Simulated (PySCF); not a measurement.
As: ionisation energy

As [Ar] 3d10 4s2 4p3 (4S) → As⁺ [Ar] 3d10 4s2 4p2 (3P), as a difference of total energies. Calculation: PySCF 2.14, in x2c-TZVPall (6s5p4d1f, 48 functions); scalar relativity by spin-free X2C-1e. Correlated levels: valence: [Ar] 3d10 frozen. The calculations carry no spin-orbit coupling.

| method | ionisation energy (eV) | error (eV) |
| --- | --- | --- |
| UHF | 9.436 | -0.572 |
| PBE | 9.898 | -0.110 |
| M06-2X | 9.743 | -0.265 |
| MP2 (valence) | 9.909 | -0.099 |
| SCS-MP2 (valence) | 9.763 | -0.245 |
| CCSD (valence) | 9.879 | -0.129 |
| CCSD(T) (valence) | 9.910 | -0.098 |

Reference: 10.008 eV (measured; NIST levels, between the centres of gravity of the two terms).

Errors of the correlated levels include the incompleteness of this basis and the frozen core.
